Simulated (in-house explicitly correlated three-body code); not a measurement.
Computed with an exponentially correlated three-body code. Model: two electrons around a point charge, non-relativistic, variational in 260 exponentially correlated functions (energies converged to about 1e-7 hartree, or 1e-8 relative for large Z).

For two electrons in a singlet the Kohn-Sham orbital is the square root of half the density, so the exact Kohn-Sham potential and energy parts follow from the density alone, and exchange is minus half the Hartree energy. The Kohn-Sham level equals minus the binding energy of the second electron.

Command:
```bash
python run_hyl.py task.json out
```
Settings (lengths in bohr, energies in hartree):
```
Z                      3.78
interaction_strength   1
functions              260
states_tried           13
```

Cost of the run: 42 s on 1 thread of AMD EPYC 7R13 Processor (Zen 3), with other jobs on the host.

**Those bound S and P states to n = 4 that converged, binding against the one-electron ion.**

Given: nuclear charge 3.78.

Computed: one-electron threshold -7.1442 hartree.

```tsv
term	energy (hartree)	binding (eV)	quantum defect
1 1S	-12.0813501	134.35	0.11531
2 3S	-8.26886518	30.604	0.14639
2 1S	-8.16598407	27.804	0.055311
2 3P	?	?	?
2 1P	?	?	?
3 3S	-7.61674677	12.859	0.14039
3 1S	-7.58959566	12.12	0.054515
3 3P	-7.58673438	12.042	0.045008
3 1P	-7.56998428	11.586	-0.012555
4 3S	-7.40335547	7.052	0.13856
4 1S	-7.39241363	6.7542	0.054364
4 3P	-7.39123333	6.7221	0.04495
4 1P	-7.3842359	6.5317	-0.012284
```

Q: What belongs in the row 2 3P?

A: energy (hartree): -8.15521945; binding (eV): 27.511; quantum defect: 0.044985.

Q: What belongs in the row 2 1P?

A: energy (hartree): -8.09779123; binding (eV): 25.949; quantum defect: -0.013023.

**Exact Kohn-Sham parts of the ground state from its density.**

Computed: total energy -12.0813501 hartree; exchange energy -2.139 hartree; DFT correlation energy -0.04414 hartree; kinetic part of the DFT correlation energy 0.041191 hartree; potential part of the DFT correlation energy -0.085331 hartree; exact minus restricted Hartree-Fock -0.044131 hartree; Kohn-Sham level -134.35 eV; restricted Hartree-Fock level -134.67 eV; dipole polarisability 0.067253 bohr³; C6 of two such species 0.01633 hartree·bohr⁶.

Q: What is the Kohn-Sham kinetic?

A: 12.04 hartree.

Q: What is the Hartree energy?

A: 4.2781 hartree.

**Functionals on the exact density and self-consistent, errors are functional minus exact, hybrids only self-consistent, a dash where a self-consistent run leaves the top level unbound.**

| result | exchange error (millihartree) | correlation error (millihartree) | functional driven error (millihartree) | density driven error (millihartree) | self consistent total error (millihartree) | top level plus exact binding (eV) |
| --- | --- | --- | --- | --- | --- | --- |
| BP86 | 10.562 | -3.6421 | 6.9201 | -0.75918 | 6.161 | 20.024 |
| LDA VWN5 | ? | ? | ? | ? | ? | ? |
| r2SCAN | -4.4143 | 2.7843 | -1.6301 | -0.30307 | -1.9331 | 18.132 |
| M06-L | -24.171 | -4.0741 | -28.245 | -2.2859 | -30.531 | 17.916 |
| B3LYP VWN-RPA | - | - | - | - | -0.45111 | 15.526 |
| LDA PW92 | 300.46 | -103.15 | 197.31 | -2.2304 | 195.08 | 21.556 |
| AM05 | 231.64 | -84.263 | 147.37 | -1.4953 | 145.88 | 21.439 |
| OLYP | 7.077 | -4.6832 | 2.3938 | -1.4591 | 0.93472 | 19.911 |
| HSE06 | - | - | - | - | 22.163 | 15.299 |
| r2SCAN0 | - | - | - | - | -0.67082 | 13.377 |
| PBE | 36.024 | -1.6625 | 34.361 | -1.2093 | 33.152 | 20.228 |
| SCAN | -4.4143 | 2.7843 | -1.6301 | -0.30307 | -1.9331 | 18.132 |
| TPSS | -4.0132 | -2.5937 | -6.6069 | -0.31526 | -6.9222 | 18.765 |
| PBE0 | - | - | - | - | 24.798 | 14.9 |
| RPBE | ? | ? | ? | ? | ? | ? |
| PBEsol | 128.9 | -14.128 | 114.77 | -1.2448 | 113.52 | 21.047 |
| PW91 | 29.554 | -8.7914 | 20.763 | -1.2467 | 19.516 | 19.983 |
| wB97X | - | - | - | - | -18.731 | 12.987 |
| revTPSS | -3.4792 | -5.1537 | -8.6329 | -0.19999 | -8.8329 | 18.437 |
| BLYP | 10.562 | -4.6832 | 5.8791 | -1.5032 | 4.376 | 19.83 |

Q: What belongs in the row LDA VWN5?

A: exchange error (millihartree): 300.46; correlation error (millihartree): -103.92; functional driven error (millihartree): 196.54; density driven error (millihartree): -2.2229; self consistent total error (millihartree): 194.31; top level plus exact binding (eV): 21.545.

Q: What belongs in the row RPBE?

A: exchange error (millihartree): -0.28581; correlation error (millihartree): -1.6625; functional driven error (millihartree): -1.9483; density driven error (millihartree): -1.2913; self consistent total error (millihartree): -3.2396; top level plus exact binding (eV): 20.021.

**Density and exact potentials over r, pair density (one pair, times 4 pi r12^2) and exact minus Kohn-Sham pair density over r12.**

| radius (bohr) | radial density (electrons/bohr) | exchange potential (hartree) | intracule density (1/bohr) | Coulomb hole against Kohn-Sham (1/bohr) | correlation potential (hartree) |
| --- | --- | --- | --- | --- | --- |
| 0.0555 | 0.73314 | -3.3922 | 0.04943 | -0.01301 | -0.039 |
| 0.0646 | 0.92812 | -3.3687 | 0.066883 | -0.01695 | -0.036 |
| 0.0751 | 1.1601 | -3.3388 | 0.090101 | -0.02185 | -0.032 |
| 0.0873 | 1.4321 | -3.3008 | 0.12102 | -0.02788 | -0.027 |
| 0.101 | 1.7322 | -3.2546 | 0.16044 | -0.03487 | -0.022 |
| 0.118 | 2.0862 | -3.1933 | 0.21558 | -0.04353 | -0.015 |
| 0.137 | 2.4465 | -3.1207 | 0.28416 | -0.05275 | -0.008 |
| 0.16 | 2.8218 | -3.029 | 0.37489 | -0.06269 | 0 |
| 0.185 | ? | ? | ? | ? | ? |
| 0.216 | 3.4324 | -2.7986 | 0.61438 | -0.07831 | 0.014 |
| 0.251 | 3.6097 | -2.6557 | 0.76429 | -0.08087 | 0.019 |
| 0.292 | 3.654 | -2.4938 | 0.92751 | -0.07712 | 0.022 |
| 0.339 | 3.5412 | -2.3184 | 1.0869 | -0.06556 | 0.024 |
| 0.394 | 3.2638 | -2.1294 | 1.2251 | -0.04574 | 0.023 |
| 0.458 | 2.8392 | -1.9326 | 1.3148 | -0.01965 | 0.02 |
| 0.533 | 2.3069 | -1.732 | 1.3292 | 0.008272 | 0.016 |
| 0.619 | ? | ? | ? | ? | ? |
| 0.72 | 1.1999 | -1.3507 | 1.0798 | 0.04364 | 0.008 |
| 0.837 | 0.7468 | -1.1777 | 0.84201 | 0.04333 | 0.005 |
| 0.974 | 0.41078 | -1.02 | 0.58029 | 0.03293 | 0.003 |
| 1.13 | 0.19956 | -0.88258 | 0.35038 | 0.01918 | 0.002 |
| 1.32 | 0.079278 | -0.7569 | 0.1737 | 0.007486 | 0.001 |

Q: What belongs in the row 0.185?

A: radial density (electrons/bohr): 3.1473; exchange potential (hartree): -2.9267; intracule density (1/bohr): 0.47996; Coulomb hole against Kohn-Sham (1/bohr): -0.07134; correlation potential (hartree): 0.007.

Q: What belongs in the row 0.619?

A: radial density (electrons/bohr): 1.7418; exchange potential (hartree): -1.5378; intracule density (1/bohr): 1.2511; Coulomb hole against Kohn-Sham (1/bohr): 0.03111; correlation potential (hartree): 0.012.

The density-driven part is never positive, since each functional's own density lowers its energy. Here it is small beside the functional-driven part (median ratio 0.06), the normal case. The correlation energy of density-functional theory lies 0.0084 millihartree below exact minus Hartree-Fock, because the Hartree-Fock density, unlike the exact one, minimises the Hartree-Fock energy.
